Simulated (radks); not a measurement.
Removal energies from the promethium ion Pm13+, [Kr] 4d10 5s2, by Delta-SCF beside the eigenvalue of the level emptied. All-electron calculation, scalar-relativistic Kohn-Sham, r2SCAN, spin-polarised, spherical densities, finite nucleus; meta-GGA in the generalised Kohn-Sham scheme; Fermi nuclear charge, rms radius of each element as measured or else 0.836 A^(1/3) + 0.57 fm. Program: a radial shooting solver on a logarithmic mesh with Libxc functionals. Open shells are filled with parallel spins first.

| removed from | final configuration | Delta-SCF (eV) | -eigenvalue (eV) |
|---|---|---|---|
| 5s | [Kr] 4d10 5s1 | 250.45 | 242.75 |
| 4d | [Kr] 4d9 5s2 | 387.02 | 371.39 |
| 4p | [Ar] 3d10 4s2 4p5 4d10 5s2 | 507.77 | 491.54 |
| 4s | [Ar] 3d10 4s1 4p6 4d10 5s2 | 592.69 | 575.95 |
